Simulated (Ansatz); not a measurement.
Born–Oppenheimer molecular dynamics of Cl₃FH₂HfO (8 atoms, charge 0, multiplicity 1). It starts at the highest image of a converged band, a first-order saddle point between two minima.

Theory: RHF/def2-SVP (Ansatz 0.2.0).

- ensemble: NVE (velocity Verlet)
- time step: 0.5 fs
- steps asked: 200
- starting velocities drawn for: 300 K
- seed: 6814

First frame:

```xyz
8
Properties=species:S:1:pos:R:3
Hf -0.363 0.050 -0.210
F -0.475 0.890 1.818
Cl 1.881 -0.640 0.088
Cl -0.595 2.181 -1.213
Cl -1.123 -1.408 -1.928
O -1.830 -0.638 1.097
H -2.554 -1.240 1.171
H -1.307 0.177 1.861
```

**Question.** How far do the bonds stretch over the last three quarters of this one trajectory? (Pairs bonded in most of those frames.)

**Answer.** 
```
   bond  mean (Å)  spread (Å)  shortest  longest
 Hf1–F2     2.644       0.187      2.29     2.93
Hf1–Cl3     2.391       0.011      2.37     2.40
Hf1–Cl4     2.391       0.005      2.38     2.40
Hf1–Cl5     2.379       0.021      2.34     2.41
 Hf1–O6     1.929       0.035      1.88     2.02
  F2–H8     0.913       0.015      0.89     0.95
  O6–H7     0.950       0.048      0.88     1.02
```

Pairs bonded in part of these frames only: Hf1–F2 94 %.

Mean temperature of the second half: 396 K. The conserved energy stayed within 0.79 meV per atom of its start (net change 0.56 meV per atom), so the integration is sound. The kinetic energy rose, since the run started high on the potential surface and went downhill. It ends in pieces (Cl3HHfO + FH), so much of that is their flight and rotation, not heat. A run of 0.1 ps of so small a system gives no equilibrium averages. The orbitals stay closed-shell, which can raise the energy where a bond breaks towards radicals; this wasn't checked here.

Run time: 13 min on 2 threads of Arm Neoverse N1 (shared host), peak memory 0.31 GiB.
